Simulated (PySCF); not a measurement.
# Calculated properties of SiHCl3 (`[H][Si](Cl)(Cl)Cl`)

SiHCl3.
Geometry (PBE0-D3(BJ)/def2-SVP, Å), atoms numbered from 1 in this order:
```
atom  x, y, z in Å
Si1   -0.002   -0.001    0.121
H2    -0.002   -0.020    1.596
Cl3    1.923    0.010   -0.566
Cl4   -0.964    1.673   -0.554
Cl5   -0.956   -1.661   -0.598
```

PBE0-D3(BJ)/def2-SVP geometry optimisation, gas phase (PySCF):

- Point group: C3v
- Rotational constants A, B, C: 2.425, 2.417, 1.302 GHz

**B3LYP/def2-SVPD ground state and vertical TDDFT (core frozen in the response) (PySCF)**

* Dipole moment: 0.95 D
* HOMO energy: -9.18 eV
* LUMO energy: -0.79 eV
* HOMO–LUMO gap: 8.39 eV
* Lowest singlet excitation: 7.28 eV (170 nm, f = 0.000)
* Lowest triplet excitation (Tamm–Dancoff): 6.90 eV
* Static isotropic polarisability: 66.0 au
* Electronic spatial extent ⟨r²⟩ about the centre of nuclear charge: 822 bohr²

From KT2/pcSseg-1 ground state and GIAO shieldings, non-relativistic (PySCF):

* 1H chemical shifts (computed TMS as zero) by class: 6.32 (H2) ppm
* Isotropic shieldings of nuclei other than C and H, by class: 343 (Si1), 776 (Cl3/Cl4/Cl5) ppm

delta-SCF UKS SCAN, pcX-2 on the ionised atom, pcseg-1 elsewhere, spin-free X2C; 2p3/2 from a spin–orbit splitting computed afterwards within the 2p shell (PySCF):

- Core binding energies: Si2p3/2 109.8 (Si1), Cl2p3/2 206.8 (Cl3/Cl4/Cl5), Si1s 1849.9 (Si1), Cl1s 2829.4 (Cl3/Cl4/Cl5) eV

Monoisotopic mass (most abundant isotopes): 133.8913 u.

The rotational constants are those of an oblate symmetric top; the small spread among constants that symmetry makes equal is optimisation noise. A dipole of 0.95 D is allowed in C3v, and pure rotational transitions are dipole-allowed. The 10 singlets span 7.28 to 8.29 eV, and their oscillator strengths add up to 0.18. The largest Löwdin shares of the HOMO are 0.34 on Cl3, 0.33 on Cl5 and 0.33 on Cl4. With B = h/(8π²I), that is 505.379 GHz u Å² over I, the principal moments of inertia are 208.4, 209.1 and 388.1 u Å² (most abundant isotopes); the inertial defect Ic − Ia − Ib is -29.4 u Å² (zero for a rigid planar frame, negative otherwise). The principal polarisabilities are 56.6, 70.6 and 70.7 au; their mean is the isotropic value.

